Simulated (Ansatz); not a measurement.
Consider the redistribution: `B[CH2][Al]([OH])[Cl]` + `[SiH3][SiH2]Cl` → `[OH][Al]([Cl])[SiH2]Cl` + `BC[SiH3]`.

Program: Ansatz. Geometries: PBE0-D4/def2-TZVP. ΔE: electronic, gas phase. CCSD(T)/CBS adds triple-zeta CCSD(T) − MP2 to the extrapolated MP2 energy (def2 sets, frozen cores). DFT in def2-TZVPP. Each species was taken in one conformer, which may not be the lowest.

(1) Is it downhill or uphill in electronic energy at CCSD(T)/CBS, and by how much? (An estimate is asked.)

(2) What do these levels give: BLYP-D4, B97M-V, PBE0-D4, r2SCANh-D4, BHLYP-D4, B2PLYP, PBE-QIDH, PBE, RPA@PBE/def2-TZVPP, HF/def2-SVP, CCSD(T)/def2-TZVPP, SCS-MP2/def2-QZVPP? (An estimate is asked.)

Largest T1 diagnostic among the species: 0.011.

Results:

(1) The calculation gave: Uphill: ΔE = +22.3 kJ/mol.

(2) The calculation gave: BLYP-D4 23.2, B97M-V 28.1, PBE0-D4 22.9, r2SCANh-D4 26.2, BHLYP-D4 19.7, B2PLYP 22.4, PBE-QIDH 22.1, PBE 24.4, RPA@PBE/def2-TZVPP 20.6, HF/def2-SVP 15.1, CCSD(T)/def2-TZVPP 22.3, SCS-MP2/def2-QZVPP 20.6 kJ/mol.

Leaving LDA and LC-ωPBE aside and taking each functional with its dispersion term where it has one, the values spread over 8.4 kJ/mol, from BHLYP-D4 to B97M-V. At CCSD(T), def2-SVP lies +3.1 kJ/mol from the extrapolated value and def2-TZVPP +0.0 kJ/mol. From BLYP to BHLYP (50 % exact exchange), in def2-TZVPP and without D4, ΔE moves by −3.5 kJ/mol.
